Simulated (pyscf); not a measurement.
**H₂P–GaH–PH₂, singlet**

Gas-phase minimum from PySCF at ωB97X-D3(BJ)/def2-SVP, one conformer. 

```
Ga
H 1 1.5666
P 1 2.2988 2 120.60
H 3 1.4234 1 95.34 2 -143.02
H 3 1.4235 4 95.68 1 -96.22
P 1 2.2988 2 120.57 3 180.00
H 6 1.4234 1 95.35 2 -142.98
H 6 1.4235 7 95.68 1 -96.21
```
Charge 0, spin multiplicity 1.

Properties at ωB97X-D3(BJ)/def2-SVP:

| Property | Value |
|---|---|
| Harmonic wavenumbers, unscaled | 90, 135, 149, 346, 395, 398, 518, 521, 598, 682, 713, 1109, 1111, 1996, 2451, 2452, 2464, 2465 cm⁻¹ |
| Zero-point energy | 26.6 kcal/mol |
| Rotational symmetry number | 2 |
| Entropy of this conformer at 298 K and 1 atm, rigid rotor and harmonic oscillator, modes under 100 cm⁻¹ raised to 100 | 337.8 J/(mol K) |
| Dipole moment | 0.33 D |

Single-point totals, which compare only within one level (frozen core for MP2 and CC):

```tsv
level	total energy (hartree)
ωB97X-D3(BJ)/def2-TZVP	-2610.60685
PBE/def2-TZVP	-2609.97747
r²SCAN/def2-TZVP	-2610.53022
B3LYP-D3(BJ)/def2-TZVP	-2610.70189
PBE0-D3(BJ)/def2-TZVP	-2610.08650
M06-2X/def2-TZVP	-2610.53645
ωB97M-D3(BJ)/def2-TZVP	-2610.70885
HF/def2-TZVPP	-2607.66855
MP2/def2-TZVPP	-2608.21515
CCSD/def2-TZVPP	-2608.25906
CCSD(T)/def2-TZVPP	-2608.28510
```

Soft torsions are taken as harmonic, which can shift the entropy by several J/(mol K). The CCSD(T) − MP2 part came from Ansatz, without density fitting, on the same reference. The frozen core leaves the outer d or s,p core shells of the metals and heavy elements correlated in the MP2 and CC values, and def2-TZVPP describes them poorly, so these totals are far from the basis limit. Elements up to Kr have no core potential and no relativistic terms here.
